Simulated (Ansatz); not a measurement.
Consider the redistribution: `[SiH3][GeH2][CH2]S` + `CC1BO1` → `[SiH3]C1BO1` + `[CH3][GeH2][CH2]S`.

Program: Ansatz. Geometries: PBE0-D4/def2-TZVP. ΔE: electronic, gas phase. CCSD(T)/CBS adds triple-zeta CCSD(T) − MP2 to the extrapolated MP2 energy (def2 sets, frozen cores). Functionals use def2-TZVPP. For Ge outer-core shells are correlated without core-valence functions, which leaves a few kJ/mol of doubt a bond. Scalar relativity is left out up to krypton. Each species was taken in one conformer, which may not be the lowest.

`[SiH3][GeH2][CH2]S`:

Z-matrix (Å, degrees):
```
Si
Ge 1 2.381
H 1 1.487 2 109.1
H 1 1.488 2 109.9 3 -119.0
H 1 1.484 2 111.1 3 120.7
C 2 1.969 1 108.4 3 -41.3
H 2 1.543 1 110.9 3 -158.7
H 2 1.544 1 112.3 3 80.5
S 6 1.808 2 111.6 1 -51.2
H 6 1.091 2 112.0 1 -176.5
H 6 1.092 2 108.6 1 64.5
H 9 1.343 6 97.5 2 -52.0
```

`CC1BO1`:

```xyz
9

C    -0.792   -0.073   -0.811
C     0.458    0.287   -0.071
B     0.904   -0.335    1.233
O     0.236    0.808    1.328
H    -0.528   -0.601   -1.732
H    -1.437   -0.728   -0.223
H    -1.365    0.817   -1.088
H     1.135    0.944   -0.614
H     1.389   -1.119    1.978
```

`[SiH3]C1BO1`:

Z-matrix (Å, degrees):
```
Si
C 1 1.867
H 1 1.487 2 107.9
H 1 1.486 2 109.4 3 119.3
H 1 1.487 2 111.7 3 -119.8
B 2 1.516 1 124.3 3 -111.5
O 2 1.527 1 115.0 3 -170.8
H 2 1.090 1 117.1 3 56.3
H 6 1.183 2 157.7 1 84.2
```

`[CH3][GeH2][CH2]S`:

```xyz
12

C    -0.612   -1.287    1.061
Ge    0.580    0.200    0.655
C    -0.142    1.242   -0.848
S    -0.278    0.264   -2.364
H    -0.793   -1.866    0.155
H    -0.171   -1.938    1.816
H    -1.566   -0.914    1.436
H     1.970   -0.318    0.225
H     0.755    1.120    1.882
H    -1.163    1.546   -0.608
H     0.437    2.149   -1.025
H     0.983   -0.199   -2.386
```

(1) Is it downhill or uphill in electronic energy at CCSD(T)/CBS, and by how much? (An estimate is asked.)

(2) What do these levels give: PBE-D4, r2SCAN-D4, PBE0-D4, ωB97X-V, B2PLYP, r2SCAN? (Estimate.)

Largest T1 diagnostic among the species: 0.016.

## Answers

(1) Computed: Nearly level: ΔE = +2.6 kJ/mol.

(2) The calculation gave: PBE-D4 13.6, r2SCAN-D4 7.0, PBE0-D4 12.5, ωB97X-V 5.4, B2PLYP 1.7, r2SCAN 6.7 kJ/mol.
